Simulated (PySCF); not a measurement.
Al(H)(Cl)(vinyl) (C2H4AlCl), SMILES C=[CH][AlH][Cl]. Atoms are numbered in the order given.

```xyz
8

Al    -0.9608     0.1108     0.0000
H     -2.4669     0.5859     0.0000
Cl     0.5369     1.6020     0.0000
C     -0.3400    -1.7217     0.0000
C      0.9712    -2.0146     0.0000
H     -1.0408    -2.5686     0.0000
H      1.3467    -3.0460     0.0000
H      1.7375    -1.2294     0.0000
```

Geometry: PBE0-D3(BJ)/def2-SVP. The values are those of a single conformer.

Level of theory: M06-2X/def2-TZVPD run with PySCF.

Mulliken values depend strongly on the basis, most of all with diffuse functions as here. ESP charges are fitted to the potential on shells at 1.4 to 2.0 van der Waals radii. Atomic charges (e):

```tsv
atom	Mulliken	IAO	ESP fit
Al1	0.38	0.90	0.73
H2	-0.08	-0.21	-0.23
Cl3	-0.28	-0.38	-0.31
C4	-0.21	-0.52	(withheld)
C5	-0.40	-0.23	(withheld)
H6	0.27	0.15	(withheld)
H7	0.18	0.15	0.19
H8	0.14	0.15	0.16
```

Complete the blanks. (The exact figures need the calculation; the answer reports its results.)


- C4, ESP fit: -0.31
- C5, ESP fit: -0.35
- H6, ESP fit: 0.13
